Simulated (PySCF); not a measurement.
Polarisability and C₆ of Pb (lead, neutral)

[Xe] 4f14 5d10 6s2 6p2, high-spin 3P determinant. Computed with PySCF 2.14 in aug-cc-pVQZ-PP with one added diffuse shell each of s, p, d, f, g type with ECP60MDF (8s8p6d4f3g, 117 functions), with scalar relativity through the core potential. Coupled (time-dependent) response in atomic units; α is the mean over directions.

```csv
method,mean α (bohr³),"α xx, yy, zz",C₆ (like pair),S(−4)
BLYP,70.89,"50.75, 80.96, 80.96",819.5,2485
```

S(−4) is the Cauchy moment in α(ω) = α(0) + S(−4) ω² + …

Reference α: 47 ± 3 bohr³ (recommended; Schwerdtfeger and Nagle, table of static dipole polarizabilities (2023 update)). Published C₆: 534.0 (Gould and Bucko (2016)).

Spin-orbit coupling is absent.

α(iu) at BLYP:

```csv
u (hartree),α(iu) (bohr³)
0,70.89
0.0500,65.41
0.100,54.43
0.200,35.99
0.300,25.15
0.500,14.59
0.750,9.079
1.00,6.421
1.50,3.881
2.00,2.657
3.00,1.479
5.00,0.6391
```

The components differ because the open shell of this determinant is not spherical; for a pure term their mean is the scalar polarisability.

Energies and moments cover only the electrons outside the core potential. Spin-orbit coupling is strong in this species (close to jj coupling), so the high-spin LS determinant is a model state, not a physical level.
